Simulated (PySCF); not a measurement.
Computed with B3LYP-D3(BJ)/def2-TZVP (PySCF). All species are isolated molecules in the gas phase. One relaxed conformer stands for a flexible species; it need not be the lowest. B3LYP has the VWN-RPA correlation part, as in Gaussian. Excitations are Tamm–Dancoff values on a coarser integration grid. The basis has no diffuse functions, so Rydberg states are missing or too high.

Reference species (SMILES): `[OH][Al]([OH])[OH]` (neutral, multiplicity 1).

```
Quantity                   Value
----------------------  --------
S1 oscillator strength     0.000
LUMO                    -0.80 eV
S1 excitation (TDA)      6.72 eV
```

Changed species: `[I][Al]([I])[I]` (3 of 3 OH replaced by I; the reference has 0 of 3 OH replaced by I).

Give the shifts of the S1 oscillator strength, LUMO and S1 excitation (TDA).

the S1 oscillator strength stays essentially unchanged; the LUMO decreases by 1.41 eV, to -2.21 eV; the S1 excitation (TDA) falls by 2.34 eV, to 4.38 eV.
